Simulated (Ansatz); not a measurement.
System: C₂H₂F₂, charge 0, multiplicity 1. 
Coordinates optimised at B3LYP-D3(BJ)/def2-TZVP (Ansatz, a program for electronic structure):
SMILES: C(/F)=C\F
```xyz
6

F      1.6237    -0.7088     0.0066
C      0.6296     0.1973    -0.0125
C     -0.6296    -0.1973     0.0125
F     -1.6237     0.7088    -0.0066
H      0.9618     1.2250    -0.0485
H     -0.9618    -1.2250     0.0485
```

Basis-set convergence of Hartree-Fock and CCSD(T) correlation energies (hartree) with Ansatz. Correlated levels leave the core frozen unless marked. No spin-orbit coupling. Non-relativistic.

| basis | functions | E(HF) | E(corr, CCSD(T)) | rough core time |
|---|---|---|---|---|
| aug-cc-pVDZ | 110 | -275.76109 | -0.71651 | under 20 s |
| aug-cc-pVTZ | 230 | … | … | 60 s |

Task: Some entries are withheld; supply them.

Result: 
- aug-cc-pVTZ, E(HF): -275.83630
- aug-cc-pVTZ, E(corr, CCSD(T)): -0.87799
